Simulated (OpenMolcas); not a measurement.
Tm3+ among 6 point charges of -0.5 e arranged as a trigonal antiprism (D3d), 2.65 Å from the ion, with a polar angle of 53.6° against the regular 54.74°.
```
   0.0000    2.1341    1.5710  -0.50
  -1.8482   -1.0670    1.5710  -0.50
   1.8482   -1.0670    1.5710  -0.50
   0.0000   -2.1341   -1.5710  -0.50
   1.8482    1.0670   -1.5710  -0.50
  -1.8482    1.0670   -1.5710  -0.50
```

```json
{
  "Program": "OpenMolcas 26.06",
  "Method": "CASSCF",
  "Basis": "ANO-RCC-VDZP [7s6p4d2f1g]",
  "Scalar Hamiltonian": "DKH2, point nucleus",
  "Active space": "12 electrons in 7 orbitals (4f)",
  "State averaging": "2S+1 = 3 even, 21 roots; 2S+1 = 1 even, 27 roots kept (CI in the orbitals of an earlier block)",
  "Spin-orbit coupling": "state interaction with AMFI integrals over the reference wave functions"
}
```

Problem. What is the spin-free ground state (labels of D3, the rotations of D3d)?

Solution. 3A2, 1-fold in its orbital part, 100 % from free-ion H terms; it has the highest spin that f12 allows.

Problem. Where is the first state of the same spin?

Solution. 3E at 8.14 cm-1 above the ground state.

Problem. What are the lowest two levels with spin-orbit coupling?

Solution. A 1-fold level A1, then a 2-fold level E 5.6 cm-1 above it. Their leading multiplicities are 3 (99 %) and 3 (99 %).

Problem. What is χT at 300 K, and how does it compare with the textbook value?

Solution. Hund's rules give f12 the level 3H6 with g = 1.167, so an isolated free-ion multiplet has χT = g² J(J+1) / 8 = 7.146 cm3 K/mol. The computed 7.141 at 300 K differs by 0 %, through the field's splitting, the mixing of terms and any other multiplet in reach.

This is an electrostatic model: the charges have no orbitals. The first state left out of the spin-orbit step lies near 83000 cm-1 above the lowest spin-free state of the reference (among the parities and spins computed), and the lists stop at four fifths of that energy or lower. No measured value stands beside these numbers.
